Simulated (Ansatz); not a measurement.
Reaction (hydrogenolysis of the Si–F bond): `B[Si](F)(Cl)O[SiH3]` + H₂ → `B[SiH](Cl)O[SiH3]` + H–F

Isolated molecules relaxed with PBE0-D4/def2-TZVP in Ansatz; ΔE leaves out vibrations. CBS: MP2 limit from def2 TZ/QZ plus the TZ coupled-cluster correction, frozen cores. This one scheme is used for every species. Functionals use def2-TZVPP. B3LYP here is the variant with VWN-RPA as its local correlation; programs differ in this. One conformer a species, not always the lowest.

`B[Si](F)(Cl)O[SiH3]`:

Cartesian coordinates in Å:
```
B 2.311 -0.995 -0.019
Si 0.460 -0.590 -0.643
F -0.323 -1.861 -1.194
Cl 0.748 0.658 -2.253
O -0.477 0.130 0.452
Si -1.829 1.016 0.766
H 2.861 -0.251 0.734
H 2.915 -1.930 -0.449
H -2.686 0.244 1.697
H -1.416 2.291 1.400
H -2.564 1.290 -0.492
```

H₂:

Z-matrix (Å, degrees):
```
H
H 1 0.746
```

`B[SiH](Cl)O[SiH3]`:

Cartesian coordinates in Å:
```
B -0.988 0.483 2.257
Si 0.297 0.602 0.734
Cl 1.816 -0.589 1.502
O -0.263 -0.035 -0.653
Si 0.146 -0.664 -2.113
H -1.787 -0.403 2.306
H -0.907 1.234 3.183
H 0.912 1.919 0.437
H 1.137 0.215 -2.788
H 0.726 -2.018 -1.936
H -1.089 -0.745 -2.929
```

H–F:

Cartesian coordinates in Å:
```
F 0.028 -0.439 -0.134
H -0.028 0.439 0.134
```

```json
{"level": "PBE-D4", "ΔE (kcal/mol)": "31.1", "difference from CCSD(T)/CBS": "-1.1"}
{"level": "r2SCAN-D4", "ΔE (kcal/mol)": "34.4", "difference from CCSD(T)/CBS": "2.2"}
{"level": "PBE0-D4", "ΔE (kcal/mol)": "30.9", "difference from CCSD(T)/CBS": "-1.3"}
{"level": "B3LYP-D4", "ΔE (kcal/mol)": "33.3", "difference from CCSD(T)/CBS": "1.1"}
{"level": "ωB97X-V", "ΔE (kcal/mol)": "32.9", "difference from CCSD(T)/CBS": "0.7"}
{"level": "ωB97M-V", "ΔE (kcal/mol)": "33.3", "difference from CCSD(T)/CBS": "1.1"}
{"level": "B2PLYP", "ΔE (kcal/mol)": "33.0", "difference from CCSD(T)/CBS": "0.8"}
{"level": "PBE", "ΔE (kcal/mol)": "30.6", "difference from CCSD(T)/CBS": "-1.6"}
{"level": "r2SCAN", "ΔE (kcal/mol)": "34.3", "difference from CCSD(T)/CBS": "2.1"}
{"level": "PBE0", "ΔE (kcal/mol)": "30.4", "difference from CCSD(T)/CBS": "-1.8"}
{"level": "B3LYP", "ΔE (kcal/mol)": "32.5", "difference from CCSD(T)/CBS": "0.3"}
{"level": "HF/def2-TZVPP", "ΔE (kcal/mol)": "32.6", "difference from CCSD(T)/CBS": "0.4"}
{"level": "MP2/def2-TZVPP", "ΔE (kcal/mol)": "32.9", "difference from CCSD(T)/CBS": "0.7"}
{"level": "SCS-MP2/def2-TZVPP", "ΔE (kcal/mol)": "32.8", "difference from CCSD(T)/CBS": "0.6"}
{"level": "CCSD/def2-TZVPP", "ΔE (kcal/mol)": "31.8", "difference from CCSD(T)/CBS": "-0.4"}
{"level": "CCSD(T)/def2-TZVPP", "ΔE (kcal/mol)": "32.1", "difference from CCSD(T)/CBS": "-0.1"}
{"level": "HF/def2-QZVPP", "ΔE (kcal/mol)": "33.1", "difference from CCSD(T)/CBS": "0.9"}
{"level": "MP2/def2-QZVPP", "ΔE (kcal/mol)": "33.1", "difference from CCSD(T)/CBS": "0.9"}
{"level": "SCS-MP2/def2-QZVPP", "ΔE (kcal/mol)": "33.0", "difference from CCSD(T)/CBS": "0.8"}
{"level": "HF/CBS(def2)", "ΔE (kcal/mol)": "33.1", "difference from CCSD(T)/CBS": "0.9"}
{"level": "MP2/CBS(def2)", "ΔE (kcal/mol)": "33.1", "difference from CCSD(T)/CBS": "0.9"}
{"level": "CCSD/CBS(def2)", "ΔE (kcal/mol)": "32.0", "difference from CCSD(T)/CBS": "-0.2"}
{"level": "CCSD(T)/CBS", "ΔE (kcal/mol)": "32.2", "difference from CCSD(T)/CBS": "0"}
```

Largest T1 diagnostic among the species: 0.011.

The D4 term adds +0.8 kcal/mol with B3LYP and +0.4 kcal/mol with PBE0; it sums over pairs of atoms, weighted by their polarisabilities, and B3LYP, whose exchange is more repulsive, gets the larger term.
